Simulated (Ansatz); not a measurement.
Molecule: CH5BNO2, net charge 0, doublet state. It need not be the lowest isomer of its formula. 
Structure (B3LYP-D3(BJ)/def2-TZVP (Ansatz, a quantum-chemistry and plane-wave program) minimum search):
```xyz
10

C      1.9036     0.4250    -0.2733
N      0.6971     0.6128     0.4587
B     -0.5089    -0.0988     0.1030
O     -0.4796    -1.4585    -0.0456
O     -1.7020     0.5680    -0.0299
H      2.7654     0.8524     0.2424
H      2.0837    -0.6414    -0.4725
H      1.8299     0.8986    -1.2653
H     -1.3579    -1.8376    -0.1602
H     -1.6247     1.5058     0.1728
```
Charge 0, spin multiplicity 2.

Quantity: atomisation energy (electronic, to ground-state atoms), in kcal/mol. Correlated levels leave the core frozen unless marked. UHF or UKS for open shells. No spin-orbit coupling. Non-relativistic. The coupled-cluster limit lacks core correlation, which all-electron functionals hold. CBS(X,Y): correlation extrapolated as X^-3; Hartree-Fock from the larger set.

```json
[
 {"level": "BLYP-D3(BJ)/def2-TZVPD", "program": "Ansatz + dftd3", "atomisation energy (kcal/mol)": "968.3"},
 {"level": "r2SCAN/def2-TZVPD", "program": "Ansatz", "atomisation energy (kcal/mol)": "965.6"},
 {"level": "PBE0/STO-3G", "program": "Ansatz", "atomisation energy (kcal/mol)": "1051.2"},
 {"level": "PBE0/def2-TZVPD", "program": "Ansatz", "atomisation energy (kcal/mol)": "960.9"},
 {"level": "MP2/6-31G", "program": "Ansatz", "atomisation energy (kcal/mol)": "794.3"}
]
```

Q: What does CCSD(T)/CBS(cc-pVTZ,cc-pVQZ) (Ansatz) give?

A: 958.4 kcal/mol, so MP2/6-31G differs from it by -164.1 kcal/mol.
